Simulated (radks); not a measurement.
Values are calculated unless marked as measured or tabulated.
All-electron atom: the calcium ion Ca2+ in [Ar]. Code: a radial shooting solver on a logarithmic mesh with Libxc functionals. Model: scalar-relativistic Kohn-Sham, PBEsol, spin-polarised, spherical densities, point nucleus; hard spherical wall at 2 bohr.

Unscreened Slater integrals over Kohn-Sham orbitals (hartree). They are taken over the spin-up orbitals. Empty in this configuration: 3d.

integral      value
F0(3p,3p)   0.86191
F2(3p,3p)   0.46137
F0(3p,3s)   0.86644
G1(3p,3s)   0.59646
F0(3p,2p)    1.1297
F2(3p,2p)   0.23884
G0(3p,2p)  0.098938
G2(3p,2p)   0.10151
F0(3p,2s)    1.1090
G1(3p,2s)  0.076026
F0(3p,3d)   0.86379
F2(3p,3d)   0.45840
G1(3p,3d)   0.54532
G3(3p,3d)   0.35776
F0(3s,3s)   0.87186
F0(3s,2p)    1.1290
G1(3s,2p)  0.099145
F0(3s,2s)    1.1142
G0(3s,2s)  0.079334
F0(3s,3d)   0.86980
G2(3s,3d)   0.43518
F0(2p,2p)    2.7726
F2(2p,2p)    1.2934
F0(2p,2s)    2.5908
G1(2p,2s)    1.5182
F0(2p,3d)    1.1017
F2(2p,3d)   0.23331
G1(2p,3d)   0.17054
G3(2p,3d)  0.096435
F0(2s,2s)    2.4713
F0(2s,3d)    1.0981
G2(2s,3d)   0.14829
F0(3d,3d)   0.87344
F2(3d,3d)   0.47115
F4(3d,3d)   0.31116
